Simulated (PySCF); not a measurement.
# Hartree-Fock beside MP2: BH4NSi

All numbers below are calculated, not measured. The program is PySCF 2.14.0, an open-source quantum chemistry code, run on an isolated molecule that a program drew, which may never have been made. The molecule is BH4NSi (charge 0, singlet), drawn as the SMILES string `BN[SiH]`.

The geometry was optimised and harmonic frequencies were computed with HF and MP2, all in the cc-pV(D+d)Z basis, for the commonest isotopes, with a restricted reference for singlets and an unrestricted one otherwise, and a frozen core in MP2. Each result is a local minimum of its method.

Geometry at the HF minimum:
```xyz
7
BH4NSi, angstrom
B    -1.1261    3.1947    1.0258
N    -1.0991    2.5951   -0.2637
Si   -0.5196    1.0400   -0.7947
H    -1.5832    4.2996    1.1531
H    -0.6949    2.5956    1.9691
H    -1.4805    3.1666   -0.9979
H    -0.0628    0.5553    0.5641
```

Lengths of the bonds as drawn, in Å (atoms numbered as above):
| bond | HF | MP2 |
|---|---|---|
| B1-N2 | 1.422 | 1.433 |
| N2-Si3 | 1.742 | 1.767 |
| B1-H4 | 1.202 | 1.208 |
| B1-H5 | 1.198 | 1.204 |
| N2-H6 | 1.006 | 1.023 |
| Si3-H7 | 1.513 | 1.517 |

Rotational constants, in GHz:
```
constant     HF    MP2
       A  46.88   45.5
       B  5.926  5.843
       C  5.261  5.178
```

Harmonic frequencies in cm^-1, each column in rising order, so a row needn't be the same motion in every method:
| rank | HF | MP2 |
|---|---|---|
| 1 | 249 | 213 |
| 2 | 347 | ? |
| 3 | 425 | 434 |
| 4 | 740 | 700 |
| 5 | 890 | 840 |
| 6 | 922 | 898 |
| 7 | 1049 | 990 |
| 8 | 1109 | 1047 |
| 9 | 1202 | 1156 |
| 10 | 1365 | 1289 |
| 11 | 1470 | 1370 |
| 12 | 2150 | 2120 |
| 13 | 2669 | 2623 |
| 14 | 2750 | 2719 |
| 15 | 3770 | 3571 |

**Estimate the missing MP2 frequency from the HF column.**

A single factor s that minimises the squared misfit of MP2 against s times HF over the other rows is sum(HF x MP2) / sum(HF^2) = 0.9643, with an rms misfit of 37 cm^-1. For rank 2 it gives 0.9643 x 347 = 335 cm^-1. The calculation gives 328 cm^-1, 7 cm^-1 below the estimate. The drawn bonds are on average 0.9 % longer in MP2 than in HF.
